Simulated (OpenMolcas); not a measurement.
# Pb⁺: effect of the active space

```yaml
Program: OpenMolcas
Method: SS-CASPT2 or its RAS form, IPEA 0.25 Eh, imaginary shift 0.1 Eh
Basis: ANO-RCC-VTZP
Scalar_Hamiltonian: DKH2, point nucleus
Spin-orbit_coupling: RASSI with atomic mean-field integrals over the reference wave functions, term energies averaged over their components
```

A. 3 electrons in 4 orbitals (6s 6p); 2S+1 = 4 odd, 1 root (0 in the spin-orbit step); 2S+1 = 2 odd, 3 roots; 2S+1 = 4 even, 3 roots; 2S+1 = 2 even, 9 roots; closed shells correlated: 5d; CASPT2 step roughly 3 core-seconds
B. 3 electrons in 8 orbitals (6s 6p 7s 7p); 2S+1 = 4 odd, 1 root (0 in the spin-orbit step); 2S+1 = 2 odd, 3 roots; 2S+1 = 4 even, 3 roots; 2S+1 = 2 even, 6 roots; closed shells correlated: 5d; CASPT2 step about 6 core-seconds
C. 3 electrons in 9 orbitals (RAS2 6s 6p; RAS3 6d, at most 2 electrons); 2S+1 = 4 odd, 1 root (0 in the spin-orbit step); 2S+1 = 2 odd, 3 roots; 2S+1 = 4 even, 3 roots; 2S+1 = 2 even, 9 roots; closed shells correlated: 5d; CASPT2 step of the order of 12 core-seconds

Energies in cm⁻¹ above 6s² 6p ²P°_1/2, the measured ground level; measured values from NIST Handbook of Basic Atomic Spectroscopic Data.

```tsv
Level	A	B	C	Measured
6s² 6p ²P°_1/2	0.0	0.0	0.0	0.0
6s² 6p ²P°_3/2	12370	11240	12470	14081
6s 6p² ⁴P_1/2	59100	61080	59560	57910
6s 6p² ⁴P_3/2	65640	65060	66060	66125
```

Deviations, from unrounded energies. A percentage is the sum of absolute deviations over the sum of measured energies, with the sign that they share, or ± where signs differ.

| Against measurement | Levels | A | B | C |
| --- | --- | --- | --- | --- |
| mean absolute deviation (cm-1) | 3 | 1100 | 2400 | 1100 |
| fine structure of the ground term (%) | 1 | -12.1 | -20.2 | -11.4 |
| other configurations (%) | 2 | ±1.3 | ±3.4 | ±1.4 |

A, C lie about equally close to measurement and B furthest from it. The largest miss of C in the table is 6s 6p² ⁴P_1/2, by +1700 cm-1. The ranking rests on the paired levels alone, and a cruder setting can come out closer through cancelling errors.

Among A to C the level of the table that moves most is 6s 6p² ⁴P_1/2, by 2000 cm-1 (lowest in A, highest in B). Moves below CASPT2's spread within the term are not significant.

Term energies are means over components that CASPT2 splits; among the terms shown or strongly mixed into the levels shown the widest spread is 18 cm-1 (6s 6p² ⁴P, B). Over all roots computed the reference weight is 0.86 to 0.93 in A, 0.85 to 0.93 in B; the roots of lowest weight are the least certain, and an intruder state may touch them. Some high roots are left out of the spin-orbit mixing, which shifts the levels that they would mix with. Spin-orbit splittings of 6p shells tend to come out small when the coupling is added on scalar orbitals. Terms of s pⁿ other than that of highest spin mix with s² pⁿ⁻² d, which this space lacks; all of them can be thousands of cm-1 off, and some have no real level of that name (holds for A; B). The run also gave levels led by 6s² 7s, which use shells meant for correlation; these and all levels above them are left out (holds for B). Some terms miss by over 15 % even with CASPT2, which points to a basis or an active space too small for the shells correlated (holds for B). Active for correlation alone: 6d; no level in the range computed is led by a configuration that fills it, so any true level of that kind is missing (holds for C). Some terms mix strongly with configurations of 6d, whose occupation reaches 0.32 (6s 6p² ²D) (holds for C). Computed and measured levels are paired by configuration, term and J; levels that our copy of the source lacks, or whose pairing is in doubt (as where it misses far off the trend of its configuration), stay unpaired and out of the deviations. Only configurations of the active space appear. Levels that lie high or do not pair safely by name in every column are left out.

° marks odd parity.
